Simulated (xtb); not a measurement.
In(Me)(OH)2 (CH5InO2), SMILES [CH3][In]([OH])[OH]. All values are semi-empirical tight-binding results from xtb (GFN2-xTB unless named), good for trends rather than for accurate numbers. The structure is a stationary point at GFN2-xTB. The values are those of a single conformer.

For metal compounds this method's bond lengths and energies can be far off.

| Item | Value |
|---|---|
| orbital gap | 3.74 eV |
| zero-point energy | 36.1 kcal/mol |
| G − E(el) at 298.15 K (modified RRHO) | 15.4 kcal/mol |
